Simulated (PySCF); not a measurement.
Structure problem from calculated spectra and properties.

Formula: C5H6F3OP.

| Quantity | Value |
| --- | --- |
| Polarisability | 88.9 au [CAM-B3LYP/def2-SVPD] |
| Rotational structure | rotational constants A, B, C: 1.579, 0.952, 0.766 GHz [PBE0-D3(BJ)/def2-SVP] |
| UV, strongest line | among the 10 lowest singlet transitions: S4 at 6.92 eV (179 nm, f = 0.198) [TDDFT CAM-B3LYP/def2-SVPD] |
| Triplet | lowest triplet excitation (Tamm–Dancoff): 4.04 eV [TDA CAM-B3LYP/def2-SVPD] |
| NMR, other nuclei | isotropic shieldings of nuclei other than C and H, by class: 300 (1 O), 250 (3 F), 377 (1 P) ppm [GIAO PBE0/pcSseg-1] |
| Dipole | 4.23 D [CAM-B3LYP/def2-SVPD] |
| 13C NMR | chemical shifts (computed TMS as zero) by class: 139.5 (1 C), 128.4 (1 C), 126.5 (1 C), 30.7 (1 C), 19.0 (1 C) ppm [GIAO PBE0/pcSseg-1] |

Electronic properties: PySCF, gas phase, density fitting. Levels stand in brackets. NMR shifts are as computed; neighbouring signals can stand in another order in a measured spectrum. The structure is a single PBE0-D3(BJ)/def2-SVP conformer in the gas phase; no vibrational or solvent corrections. NMR classes are plain means over equivalent atoms (diastereotopic ones count apart unless rotation or inversion swaps them), as if these changed places fast.

Task: Give a SMILES that accounts for the data.

Result: Numbering: `[CH2:1]=[CH:2][C@@H:3]1[CH2:4][P@:5]1(=[O:6])[C:7]([F:8])([F:9])[F:10]`. 5 carbons fall into 5 classes; from least to most shielded: alkene CH carbon [C2] (139.5 ppm), CF3 carbon [C7] (128.4 ppm), terminal =CH2 carbon [C1] (126.5 ppm), ring sp3 carbon bound to phosphorus [C3] (30.7 ppm), ring sp3 carbon bound to phosphorus [C4] (19.0 ppm). The other shieldings belong to: 300 ppm, phosphoryl oxygen [O6]; 250 ppm, fluorine of a CF3 group [F8/F9/F10]; 377 ppm, phosphoryl phosphorus [P5]. The optimised geometry has point group C1 and is an asymmetric top. Structure: `C=C[C@@H]1C[P@]1(=O)C(F)(F)F`. Computed isomers that give other values at the same levels: `O=[P@H]1C=C(C(F)(F)F)CC1` (rotational constant A: 2.531 GHz; this holds for the one conformer computed); `O=[P@@H](C(F)=C(F)F)C1CC1` (13C chemical shifts (computed TMS as zero) by class: 169.2 (1 C), 129.0 (1 C), 7.9 (1 C), 3.6 (1 C), 2.0 (1 C) ppm). The assignments are read from this structure; whether some other isomer fits the data as well wasn't checked. The mirror image fits equally.

The values belong to the conformer `[CH2:1]=[CH:2][C@@H:3]1[CH2:4][P@:5]1(=[O:6])[C:7]([F:8])([F:9])[F:10]`: C1–C2–C3–C4 -147°, C4–P5–C7–F8 -11°.
